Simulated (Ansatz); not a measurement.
Ansatz results at the PBE0-D4/def2-TZVP geometry: size of the dipole moment (B3LYP/def2-TZVPP) 1.79 D; LUMO energy (ωB97M-V/def2-TZVPP) -0.41 eV; LUMO energy (PBE0/def2-TZVPP) -1.91 eV.

Task: Which molecule gave them?
A. `N[SiH]([AsH2])C=O`
B. `BO[SiH2][GeH2][F]`
C. `C#C[SiH2]CO`
D. `[CH3][Al]([CH3])[InH2]`

Result: D. The others give `N[SiH]([AsH2])C=O`: 1.57, 0.68, -1.52; `BO[SiH2][GeH2][F]`: 2.48, 0.90, -0.92; `C#C[SiH2]CO`: 1.42, 1.61, -0.31.

B3LYP here is the variant with VWN-RPA as its local correlation; programs differ in this.
